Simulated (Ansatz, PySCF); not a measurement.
C4H9LiO, SMILES [Li][O]C(C)(C)C. Atoms are numbered in the order given.

```xyz
15

Li     0.0000     0.0000     2.8482
O      0.0000     0.0000     1.2680
C      0.0000     0.0000    -0.1107
C      1.2562    -0.7253    -0.6288
C     -1.2562    -0.7253    -0.6288
C      0.0000     1.4506    -0.6288
H      1.3030    -0.7523    -1.7307
H      1.2670    -1.7612    -0.2523
H      2.1588    -0.2166    -0.2523
H     -1.2670    -1.7612    -0.2523
H     -1.3030    -0.7523    -1.7307
H     -2.1588    -0.2166    -0.2523
H      0.8918     1.9779    -0.2523
H     -0.8918     1.9779    -0.2523
H      0.0000     1.5046    -1.7307
```

Geometry optimised at ωB97X-D3(BJ)/def2-SVP. The isomer is the one that the SMILES or the coordinates give; other isomers of the formula were not compared.

Vertical ionisation energy (IE) and electron affinity (EA) in eV. Rows of orbital energies are one-electron estimates. Where ΔSCF, EOM or ADC give a negative EA the extra electron is unbound and the value depends on the basis.

```csv
level,IE,EA
"−ε(HOMO), −ε(LUMO), CAM-B3LYP/def2-TZVP (PySCF)",7.31,0.63
"ΔSCF, ωB97X-V/def2-SVPD (Ansatz), final states of multiplicity 2 and 2",8.03,0.21
```

### Question
What vertical singlet–triplet gap does ΔSCF give with ωB97X-V/def2-SVPD (Ansatz, a program for electronic structure)? (The exact figures need the calculation; the answer reports its results.)

### Answer
4.11 eV (triplet above singlet where positive).
